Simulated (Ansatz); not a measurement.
C2HNO, SMILES `[C-]#[N+][C]O` (lower singlet) (charge 0, multiplicity 1). This singlet lies 1.18 eV below the relaxed triplet at the level B3LYP/cc-pVTZ // PBE0-D3(BJ)/def2-TZVP (Ansatz, a program for electronic structure).

Cartesian coordinates (Å):
```xyz
5

C      1.9676     0.1771    -0.1252
N      0.8312    -0.1267    -0.0305
C     -0.3736    -0.7217     0.2505
O     -1.3513    -0.0606    -0.2833
H     -1.0738     0.7320    -0.7846
```
Charge 0, spin multiplicity 1.

The restricted HF start is unstable towards unrestricted orbitals.

Problem. Give the natural occupations of the active orbitals, the CASSCF energy and the corrected energy for Ansatz with frozen-core fic-MRCISD+Q@CASSCF(6e,6o)/cc-pVTZ // PBE0-D3(BJ)/def2-TZVP.

Solution. 
| Property | Value |
|---|---|
| natural occupations | 1.98, 1.96, 1.95, 0.05, 0.04, 0.02 |
| CASSCF energy | -205.6846 Ha |
| corrected energy | -206.3024 Ha |
| weight of the reference | 0.879 |
